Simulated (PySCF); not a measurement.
ZnCl, SMILES [Cl][Zn] (connectivity only; charge and spin as stated), neutral, multiplicity 2.

Coordinates come from a PBE-D3(BJ)/def2-TZVP optimisation. The multiplicity is an assumed one; other spin states were not compared.

Computed with C-PCM-B3LYP/def2-TZVPD in PySCF.

The values are the electrostatic part of the solvation free energy, E(continuum) − E(gas) at the gas-phase geometry, in a cavity of scaled van der Waals radii (PySCF's table); cavitation and dispersion terms are not included. A continuum can't describe solvent molecules that bind to the metal. The dipole moment in vacuum is 2.87 D.

**Question.** Estimate the values in water (ε = 78.36), N,N-dimethylformamide (ε = 37.22), dichloromethane (ε = 8.93). (An estimate is asked for; the answer gives what the named calculation found.)

**Answer.** 
```tsv
solvent	ε	ΔG(elec) (kcal/mol)	dipole (D)
water	78.36	-14.6	4.93
N,N-dimethylformamide	37.22	-14.3	4.89
dichloromethane	8.93	-12.7	4.65
```
